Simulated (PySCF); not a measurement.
PySCF input file for O3Se, SMILES [O-][Se+2](=O)[O-], B3LYP-D3(BJ)/def2-SVP. Coordinates come from a B3LYP-D3(BJ)/def2-SVP optimisation.

```python
import numpy as np
from pyscf import gto, scf, dft, df
from pyscf.hessian import thermo

mol = gto.M(
    atom='''
    Se    0.00000000   -0.00000000    0.00000000
    O     1.60658113   -0.00000000    0.00000000
    O    -0.80329056    1.39134008    0.00000000
    O    -0.80329057   -1.39134008    0.00000000
    ''',
    basis='def2-SVP',
    charge=0,
    spin=0,
    max_memory=1600,
    verbose=3,
)
mf = dft.RKS(mol, xc='b3lyp').density_fit(auxbasis='def2-universal-jkfit')
mf.disp = 'd3bj'
mf.grids.level = 3
mf.conv_tol = 1e-11
mf.max_cycle = 100
mf.kernel()

# [left out here: the lines that compute and print the analytic Hessian (its translational invariance restored by hand, since the grid's response is missing), thermochemistry and intensities]
```

Log of the run:

```
converged SCF energy = -2626.61607402896

WARN: DFTD3 does not support analytical Hessian, using finite difference


WARN: Mole.unit (angstrom) is changed to Bohr

Mode                                 0                   1                   2
Irrep
Freq [cm^-1]                      265.8261            345.1576            345.2104
Reduced mass [au]                  22.9028             17.9829             17.9830
Force const [Dyne/A]                0.9535              1.2622              1.2626
Char temp [K]                     382.4646            496.6050            496.6810
Normal mode                   x     y     z       x     y     z       x     y     z
       0  Se                -0.00  0.00 -0.07   -0.00 -0.04 -0.00    0.04 -0.00 -0.00
       1   O                -0.00 -0.00  0.11   -0.00  0.18  0.00    0.05  0.02  0.00
       2   O                -0.00  0.00  0.11    0.11  0.02  0.00   -0.12 -0.10  0.00
       3   O                 0.00 -0.00  0.11   -0.09  0.00  0.00   -0.13  0.10  0.00
Mode                                 3                   4                   5
Irrep
Freq [cm^-1]                      899.4265           1015.8032           1015.8161
Reduced mass [au]                  15.9990             19.7790             19.7791
Force const [Dyne/A]                7.6256             12.0247             12.0251
Char temp [K]                    1294.0745           1461.5146           1461.5331
Normal mode                   x     y     z       x     y     z       x     y     z
       0  Se                -0.00 -0.00 -0.00   -0.05 -0.00 -0.00   -0.00  0.05  0.00
       1   O                -0.14  0.00  0.00    0.18  0.00  0.00    0.01 -0.00 -0.00
       2   O                 0.07 -0.13  0.00    0.04 -0.07  0.00    0.08 -0.14 -0.00
       3   O                 0.07  0.13  0.00    0.05  0.08  0.00   -0.07 -0.13 -0.00
temperature 298.1500 [K]
pressure 101325.00 [Pa]
Rotational constants [GHz] 8.15883 8.15883 4.07941
Symmetry number 6
Zero-point energy (ZPE) 0.00886 [Eh]   23250.858 [J/mol]
                           tot       elec      trans        rot        vib
Entropy [J/mol/K]       275.178      0.000    169.158     87.967     18.053
Cv [J/mol/K]             50.579      0.000     12.472     12.472     25.636
Cp [J/mol/K]             58.894      0.000     20.786     12.472     25.636
Internal energy [J/mol]                      3718.434   3718.434  26720.086
Internal energy [Eh]   -2626.60306  -2626.61607
Enthalpy [J/mol]                             6197.391   3718.434  26720.086
Enthalpy [Eh]          -2626.60212
Gibbs free energy [J/mol]                  -44237.031 -22508.900  21337.499
Gibbs free energy [Eh] -2626.63337
mode   freq/cm-1   IR/(km/mol)
   1      265.83        27.050
   2      345.16        27.042
   3      345.21        27.051
   4      899.43         0.000
   5     1015.80        69.724
   6     1015.82        69.710
max |gradient| / (hartree/bohr): 6.140907525933352e-05
APT charges: [ 1.446 -0.482 -0.482 -0.482]
```

The run converged.

Cost: around 20 core-seconds (rough).
